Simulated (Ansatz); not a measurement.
Cartesian coordinates (Å):
SMILES: CC(C)S
```xyz
12

C     -0.9852    -0.8189     0.1539
C      0.1755     0.0273     0.6568
C      1.1245     0.4253    -0.4643
S     -0.4067     1.4865     1.6066
H     -1.5846    -0.2559    -0.5673
H     -0.6101    -1.7155    -0.3503
H     -1.6384    -1.1253     0.9714
H      0.7296    -0.5349     1.4166
H      1.9688     1.0022    -0.0856
H      1.5079    -0.4663    -0.9710
H      0.6032     1.0345    -1.2084
H     -1.0524     2.0713     0.5813
```
Charge 0, multiplicity 1.

These are frozen-core CCSD(T)/cc-pVTZ // r2SCAN-D4/def2-TZVP in Ansatz (a quantum-chemistry and plane-wave program) values and carry that method's errors.

```json
{
  "HF energy": "-515.85332 Ha",
  "MP2 correlation energy": "-0.71591 Ha"
}
```

Task: Estimate the CCSD correlation energy, the (T) correction, the total energy and the T1 diagnostic.

Result: 
* **CCSD correlation energy**: -0.76786 Ha
* **(T) correction**: -0.03138 Ha
* **CCSD(T) total energy**: -516.65256 Ha
* **T1 diagnostic**: 0.009
